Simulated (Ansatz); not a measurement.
A structure drawn as `O=COC(F)(F)F`, with this starting geometry:

```xyz
8

O     1.0455    1.4484   -0.4590
C    -0.1633    1.1487   -0.6225
O    -0.8627    0.0371   -0.2409
C     0.0495   -0.8562    0.4716
F    -0.7686   -1.9347    0.7869
F     0.9747   -1.3343   -0.4075
F     0.5589   -0.3468    1.5535
H    -0.8339    1.8379   -1.0819
```

Total charge 0; spin multiplicity 1.

Problem. Relax it with Ansatz at PBE-D4/def2-SVP and then PBE0-D4/def2-TZVP. Is the drawn bonding still there?

Solution. Yes, every drawn bond is still there and no new one forms.

Problem. Give the relaxed structure. (Estimate.)

Solution. The calculation gave: 
Z-matrix (Å, degrees):
```
C
F 1 1.321
F 1 1.322 2 108.8
O 1 1.376 2 106.5 3 120.6
F 1 1.322 2 108.8 3 -118.7
C 4 1.369 1 119.2 2 180.0
O 6 1.183 4 126.1 1 -0.0
H 6 1.097 4 107.2 1 180.0
```
All modes are real.

Atoms count as bonded under 1.1 times the sum of their covalent radii (H–H under 0.85 Å, pairs among N, O and F under 1.55 Å), and a drawn bond as lost past 1.3 times.
